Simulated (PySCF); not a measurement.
C3H11GeNO.
SMILES: `CC[O][GeH2][NH]C`

Method: TDDFT B3LYP/def2-SVPD, vertical, gas phase, core orbitals frozen in the response (PySCF 2.14.0, density-fitted response routines). One conformer (not necessarily the lowest) at the PBE0-D3(BJ)/def2-SVP geometry, without solvent, vibrations or thermal averaging. The B3LYP/def2-SVPD calculation is non-relativistic and has no spin–orbit coupling, an omission that weighs most on germanium. Torsions of this conformer, `[CH3:1][CH2:2][O:3][GeH2:4][NH:5][CH3:6]`: C1–C2–O3–Ge4 -94°, C2–O3–Ge4–N5 61°, O3–Ge4–N5–C6 -83°.

Computed singlets with f of 0.002 or more:

```json
{"state": "S1", "ν̃ (cm⁻¹)": "46320", "f": "0.0062"}
{"state": "S2", "ν̃ (cm⁻¹)": "50830", "f": "0.025"}
{"state": "S3", "ν̃ (cm⁻¹)": "51480", "f": "0.018"}
{"state": "S4", "ν̃ (cm⁻¹)": "52910", "f": "0.026"}
{"state": "S5", "ν̃ (cm⁻¹)": "55110", "f": "0.0070"}
{"state": "S6", "ν̃ (cm⁻¹)": "55430", "f": "0.0040"}
{"state": "S7", "ν̃ (cm⁻¹)": "57230", "f": "0.014"}
{"state": "S8", "ν̃ (cm⁻¹)": "57550", "f": "0.0090"}
{"state": "S9", "ν̃ (cm⁻¹)": "58790", "f": "0.027"}
{"state": "S10", "ν̃ (cm⁻¹)": "59130", "f": "0.020"}
```

Question: Turn these into Einstein A coefficients, radiative lifetimes, transition dipoles and integrated cross-sections.

Answer: Relations used (vacuum, state to state): A = 0.6670 f ν̃² s⁻¹ (ν̃ in cm⁻¹); τ = 1/A; f = (2/3) ΔE |μ|² in atomic units; ∫σ dE = 109.76 f Mb·eV.

| state | A (s⁻¹) | τ | \|μ\| (D) | ∫σ dE (Mb·eV) |
| --- | --- | --- | --- | --- |
| S1 | 8.8×10⁶ | 110 ns | 0.53 | 0.68 |
| S2 | 4.4×10⁷ | 23 ns | 1.03 | 2.8 |
| S3 | 3.2×10⁷ | 31 ns | 0.86 | 2 |
| S4 | 4.9×10⁷ | 20 ns | 1.03 | 2.9 |
| S5 | 1.4×10⁷ | 70 ns | 0.52 | 0.77 |
| S6 | 8.2×10⁶ | 120 ns | 0.39 | 0.44 |
| S7 | 3.0×10⁷ | 33 ns | 0.72 | 1.5 |
| S8 | 2.0×10⁷ | 51 ns | 0.58 | 0.98 |
| S9 | 6.1×10⁷ | 16 ns | 0.98 | 2.9 |
| S10 | 4.8×10⁷ | 21 ns | 0.86 | 2.2 |

Leading configurations: S1 H→L (94%); S2 H→L+1 (95%); S3 H→L+2 (91%); S4 H→L+3 (93%); S5 H-1→L (68%); S6 H→L+4 (72%); S7 H-1→L+1 (59%); S8 H→L+5 (56%); S9 H→L+6 (47%); S10 H-1→L+2 (53%) (H = HOMO, L = LUMO).

Only emission to the ground state at the vertical energy is counted.

Question: How much energy does a mole of photons resonant with S9 carry?

Answer: 7.289 eV × 96.485 = 703 kJ/mol (168 kcal/mol).

Question: What is the integrated cross-section of all computed states together?

Answer: Σf = 0.156 over S1 to S10, so 109.76 × Σf ≈ 17.2 Mb·eV.

Question: Suppose S1 emitted 0.3 eV lower with the same transition dipole. How would A change?

Answer: At fixed |μ|, A goes as the cube of the energy: (5.44/5.74)³ = 0.85, which makes τ about 130 ns.

The vertical ionisation energy (ΔSCF) is 8.69 eV, 1.36 eV above S10.
